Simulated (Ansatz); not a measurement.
AlGeH$_{5}$O$_{2}$Si (`[OH][Al]1[O][GeH2][SiH2]1`), 10 atoms. The species carries charge 0 and has multiplicity 1. Correlated methods include outer-core shells of Ge, which these sets cover unevenly. Scalar relativity is left out up to krypton. All runs use 4 threads of an AMD EPYC 7B13 on a shared host. Correlated methods freeze the cores.

(1) Give the basis size and wall time and peak host memory of each of these runs in Ansatz. RKS ωB97M-V/def2-QZVPP energy; RKS PBE0-D4/def2-TZVP frequencies; direct RPA on PBE orbitals/def2-TZVPP energy; RKS PBE0-D4/def2-SVP energy; RKS r2SCAN0-D4/def2-TZVPP energy; RKS PBE0-D4/def2-TZVP relaxation (8 steps); RKS r2SCAN-D4/def2-TZVPP energy and forces; RKS ωB97M-V/def2-SVP energy; RHF-MP2/def2-QZVPP energy; RHF-CCSD(T)/def2-SVP energy; RKS BHLYP-D4/def2-TZVPP energy; RKS PBE0-D4/def2-QZVPP energy. (An estimate is asked.)

## Answers

(1) The calculation gave: Other jobs shared the machine, so times are rough.

```json
{"level": "RKS PBE0-D4/def2-SVP", "job": "energy", "functions": "121", "wall time": "1.5 s", "peak host memory (GiB)": "0.53"}
{"level": "RKS BHLYP-D4/def2-TZVPP", "job": "energy", "functions": "264", "wall time": "3.8 s", "peak host memory (GiB)": "0.91"}
{"level": "RKS r2SCAN-D4/def2-TZVPP", "job": "energy and forces", "functions": "264", "wall time": "4.3 s", "peak host memory (GiB)": "0.44"}
{"level": "RKS ωB97M-V/def2-SVP", "job": "energy", "functions": "121", "wall time": "4.9 s", "peak host memory (GiB)": "0.53"}
{"level": "direct RPA on PBE orbitals/def2-TZVPP", "job": "energy", "functions": "264", "wall time": "5.5 s", "peak host memory (GiB)": "0.73"}
{"level": "RKS r2SCAN0-D4/def2-TZVPP", "job": "energy", "functions": "264", "wall time": "6 s", "peak host memory (GiB)": "0.9"}
{"level": "RHF-CCSD(T)/def2-SVP", "job": "energy", "functions": "121", "wall time": "7.5 s", "peak host memory (GiB)": "0.62"}
{"level": "RKS PBE0-D4/def2-QZVPP", "job": "energy", "functions": "493", "wall time": "12 s", "peak host memory (GiB)": "2.4"}
{"level": "RKS ωB97M-V/def2-QZVPP", "job": "energy", "functions": "493", "wall time": "23 s", "peak host memory (GiB)": "2.8"}
{"level": "RKS PBE0-D4/def2-TZVP", "job": "relaxation (8 steps)", "functions": "214", "wall time": "34 s", "peak host memory (GiB)": "0.71"}
{"level": "RHF-MP2/def2-QZVPP", "job": "energy", "functions": "493", "wall time": "36 s", "peak host memory (GiB)": "3.2"}
{"level": "RKS PBE0-D4/def2-TZVP", "job": "frequencies", "functions": "214", "wall time": "2.6 min", "peak host memory (GiB)": "0.72"}
```
